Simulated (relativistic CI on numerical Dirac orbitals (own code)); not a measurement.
**Co3+ in a cubic cluster: 1s photoemission with charge transfer**

Computed with a charge-transfer multiplet model of a cubic metal-ligand cluster with up to 2 ligand holes, Slater and spin-orbit integrals from Dirac-Coulomb-Breit ions, Slater integrals scaled by 0.8. The ground state mixes d6 with configurations of k ligand holes L, whose averages lie at kΔ + k(k − 1)U_dd/2; a core hole lowers each added d electron by U_cd. 300 K, Lorentzian 1.1 eV and Gaussian 0.6 eV FWHM.

Atomic integrals in eV (Slater integrals scaled, ζ unscaled), ground: F2dd 10.085, F4dd 6.299, zeta_d 0.071; with the core hole: F2dd 11.409, F4dd 7.160, zeta_d 0.101, G2cd 0.066.

Cluster parameters (eV): U_dd = 6.1, U_cd = 7.2, 10Dq = 0.85, 10Dq(ligand) = 0.2, V(eg) = 2.05, V(t2g) = -1.1, final-state hopping factor = 0.8.

```
       Case   n_d    d6   d7L  d8L2     S
Δ = -0.1 eV  6.53  0.52  0.44  0.04  1.99
 Δ = 0.9 eV  6.42  0.61  0.36  0.03  2.00
 Δ = 2.9 eV  6.26  0.75  0.23  0.01  2.00
 Δ = 3.9 eV  6.20  0.80  0.19  0.01  2.00
 Δ = 5.9 eV  6.13  0.87  0.13  0.00  2.00
```

Weights, n_d and S are thermal averages at 300 K. Binding energies count from the first peak over 30 % of the highest in each spectrum, which can be another peak from case to case. The parameters are a model scan and need not match a compound or its usual spin state. Peaks in eV (height, largest 100):
- Δ = -0.1 eV: 0.0 (100), 5.4 (23), 6.9 (25), 10.2 (22)
- Δ = 0.9 eV: 0.0 (100), 5.6 (29), 6.9 (28), 9.5 (18)
- Δ = 2.9 eV: 0.0 (100), 3.7 (19), 5.7 (46)
- Δ = 3.9 eV: 0.0 (100), 3.7 (22), 5.4 (37)
- Δ = 5.9 eV: 0.0 (100), 3.9 (18), 5.5 (13)

For the case Δ = 2.9 eV, Δ = 2.9 eV is smaller than U_dd = 6.1 eV, the charge-transfer side of the Zaanen-Sawatzky-Allen scheme. With the core hole the configuration with one ligand hole lies at Δ − U_cd = -7.3, -6.3, -4.3, -3.3, -1.3 eV from the one without, in the order of the table; where this is negative the screened configuration lies lower, though the effective hopping of about 2.5 eV (from the holes of the mixed ground state) mixes the two strongly wherever it is as large as the gap.

With at most 2 ligand holes the space is cut while the next configuration still counts, so covalency is underestimated, and a final configuration with one more ligand hole, which can lie low, is missing from the spectra.
